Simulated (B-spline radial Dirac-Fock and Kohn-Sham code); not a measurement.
Tc⁺: non-radiative channels of the N2 vacancy

System: Tc⁺, configuration 1s2 2s2 2p6 3s2 3p6 3d10 4s2 4p6 4d4 5s1 5p1 (not the ground configuration).

Model: independent-particle rates on relativistic LDA orbitals of the hole state (multipoles up to L = 3, Coulomb Auger matrix elements, transition energies from Dirac-Fock). Program: a B-spline atomic structure program. Kinetic energies are configuration averages from the vacuum level; the two-hole energies are estimated from single-hole states.

```
transition  kinetic energy (eV)  width (meV)  share (%)
   N2-N4N4                10.00          352       14.9
   N2-N4N5                10.33         1760       74.6
   N2-N5N5                10.66         61.6        2.6
   N2-N4O1                20.51         79.6        3.4
   N2-N4O2                26.78         21.0        0.9
   N2-N4O3                27.07         49.6        2.1
   N2-N5O2                27.09         23.0        1.0
```

Coster-Kronig rates are the weakest part of this model and often come out 1.5 to 2.5 times too large. The listed channels hold 99 % of the non-radiative rate. Summed by principal shells, of 2.36 eV in all: NNN 92.1 %, NNO 7.8 %.

Values without a named source are computed, but for edge energies of neutral atoms, which are taken from tables.
